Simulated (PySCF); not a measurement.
## Dipole moment and polarisability of `ClC(Cl)COc1ncon1`

C4H4Cl2N2O2.
Structure used (PBE0-D3(BJ)/def2-SVP), in Å, numbered top down from 1:
```
atom  x, y, z in Å
Cl1    3.115    0.873    1.240
C2     1.618    0.970    0.289
Cl3    1.676    2.274   -0.907
C4     1.411   -0.379   -0.380
O5     0.280   -0.410   -1.223
C6    -0.913   -0.446   -0.658
N7    -1.123   -0.355    0.690
C8    -2.413   -0.440    0.753
O9    -2.990   -0.573   -0.426
N10   -1.997   -0.579   -1.378
H11    0.804    1.200    0.987
H12    2.272   -0.597   -1.025
H13    1.336   -1.144    0.408
H14   -3.054   -0.415    1.633
```

Level: B3LYP/def2-SVPD (PySCF), static field, nuclei fixed, core orbitals frozen in the response. The polarisability tensor in these axes (au):

```
x   113.05   7.18   5.43
y     7.18  77.81  -3.63
z     5.43  -3.63  91.56
```

Diagonalise the tensor; give its mean and Δα, where Δα² is half the sum of the squared differences of the eigenvalues.

Principal values 75.07, 91.97 and 115.38 au; mean 94.14 au = 13.95 Å³ = 15.52 × 10⁻⁴⁰ C²·m²/J; Δα = 35.06 au (37 % of the mean).

What is the dipole moment, and where does it point?

(-0.77, -1.03, 2.70) D, 2.99 D in size, pointing from the negative to the positive side. Measured along this direction, the outermost atoms are Cl3 at the negative end and H14 at the positive end.

In a dilute gas of rigid molecules at 273 K, how does the orientational term μ²/3kT compare with the electronic polarisability?

In Gaussian units μ²/3kT = 79.12 Å³ against 13.95 Å³, a ratio of 5.67; the Debye molar polarisation (4π/3)N_A(α + μ²/3kT) is 234.8 cm³/mol, leaving out the vibrational part.

Give the principal axes and the span of the nuclei along them.

Largest value along (0.97, 0.17, 0.20), where the nuclei span 6.47 Å; middle along (-0.14, -0.31, 0.94), 3.87 Å; least along (-0.22, 0.94, 0.28), 2.85 Å. The response follows the extents in order.

Rayleigh depolarisation ratio (linearly polarised light, static tensor)?

ρ = 3Δα²/(45ᾱ² + 4Δα²) = 3686.9/(398818 + 4915.8) = 0.00913.

In TDDFT the mean static polarisability is Σ f/ω² over all singlet excitations (ω in hartree). How much of it do the 6 lowest give? Their energies (eV) and oscillator strengths: 5.91, 0.0438; 6.13, 0.0071; 6.58, 0.0126; 6.63, 0.0142; 6.67, 0.0042; 6.98, 0.0021.

They add up to 1.62 au, 1.7 % of the 94.14 au; the largest single term is 0.93 au, from the state at 5.91 eV. Terms in order: 0.93, 0.14, 0.21, 0.24, 0.07, 0.03 au. Higher excitations give the rest. The strengths listed sum to 0.084.

The structure is a single PBE0-D3(BJ)/def2-SVP conformer in the gas phase; no vibrational or solvent corrections.
